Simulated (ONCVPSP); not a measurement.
technetium: excitation energies, all-electron against ONCV

```
Element                 : technetium (Tc)
Generator               : ONCVPSP 4.0.1
Type                    : optimised norm-conserving Vanderbilt (ONCV)
Functional              : Wu-Cohen
Relativity              : scalar-relativistic
Frozen core             : [Ar] 3d10
Valence charge          : 15
Reference configuration : 4s2 4p6 4d5 5s1.5 5p0.5
Partial waves           : 4s+5s: rc 1.90 bohr, ncon 4, nbas 8, qcut 6.8 1/bohr, 2 projectors; 4p+5p: rc 1.70 bohr, ncon 4, nbas 8, qcut 8.3 1/bohr, 3 projectors, debl 3.4 Ha; 4d: rc 1.50 bohr, ncon 5, nbas 9, qcut 5.9 1/bohr, 2 projectors, debl 1.2 Ha
Local potential         : polynomial inside 1.15 bohr (lpopt 2, dvloc0 0 Ha)
Core correction         : Teter function, fcfact 2.5, rcfact 1.7
```

Energies are relative to the spin-unpolarised reference configuration 4s2 4p6 4d5 5s1.5 5p0.5; without spin polarisation the order of configurations can differ from experiment.

```json
{"valence configuration": "4s2 4p6 4d5 5s2 5p0", "charge": "0", "ΔE all-electron (eV)": "-1.892", "error AE − PS (meV)": "+0.1"}
{"valence configuration": "4s2 4p6 4d5 5s0 5p0", "charge": "+2", "ΔE all-electron (eV)": "21.142", "error AE − PS (meV)": "-8.3"}
```

Question: What are ΔE and the potential's error for 4s2 4p6 4d5 5s1 5p0?

Answer: ΔE = 6.315 eV all-electron; the error (AE − PS) is -1.4 meV.

Question: What are ΔE and the potential's error for 4s2 4p6 4d6 5s0 5p0?

Answer: ΔE = 4.306 eV all-electron; the error (AE − PS) is -11 meV.
